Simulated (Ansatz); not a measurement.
`CCB(F)F` + `CNC` → `CN(C)B(F)F` + `CC` at 400 K and 1 bar (ligand exchange at a B–C bond).

Calculated with Ansatz (gas phase, PBE0-D4/def2-TZVP geometries, no zero-point term in ΔE). CCSD(T)/CBS is the MP2 limit (def2-TZVPP, def2-QZVPP) plus CCSD(T) − MP2 in def2-TZVPP, frozen cores. This one scheme is used for every species. One conformer a species, not always the lowest.

```csv
species,CCSD(T)/CBS energy (Eh),H − E (kJ/mol),S (J/(mol·K))
`CCB(F)F`,-303.63268,225.2,353.1
`CNC`,-135.00321,264.6,293.2
`CN(C)B(F)F`,-358.96075,277.8,366.8
`CC`,-79.71954,213.5,244.3
```

H − E and S are ideal-gas, rigid-rotor, harmonic terms from PBE0-D4/def2-TZVP, for one conformer and one mirror image of each species. 1 Eh = 2625.50 kJ/mol, R = 8.31446 J/(mol·K).

Problem. By hand: ΔE, ΔH, ΔS and ΔG.

Solution. ΔE = (-358.96075) + (-79.71954) − (-303.63268) − (-135.00321) = -0.04440 Eh = -116.6 kJ/mol. Δ(H − E) = 277.8 + 213.5 − 225.2 − 264.6 = 1.5, so ΔH = -115.1 kJ/mol. ΔS = 366.8 + 244.3 − 353.1 − 293.2 = -35.2 J/(mol·K). ΔG = -115.1 − 400 × (-35.2)/1000 = -101.0 kJ/mol.

Problem. By hand: the equilibrium constant, and the temperature at which ΔG would vanish if ΔH and ΔS stayed fixed.

Solution. log₁₀ K = −ΔG/(RT ln 10) = 13.2. ΔG = 0 at ΔH/ΔS = 3270 K, far beyond where these terms or the molecules hold.

ΔH outweighs TΔS. A doubt of 5 kJ/mol in ΔE shifts log₁₀ K by 0.7 here. Other conformers and mirror images would add mixing entropy, several J/(mol·K) or more a flexible species. Modes under 60 cm⁻¹, often nearly free rotors, make the harmonic entropy too high. These are equilibria of isolated gas molecules and say nothing of rates. Largest T1 diagnostic: 0.011 (customary marks: 0.02 for closed shells, 0.045 for open ones).
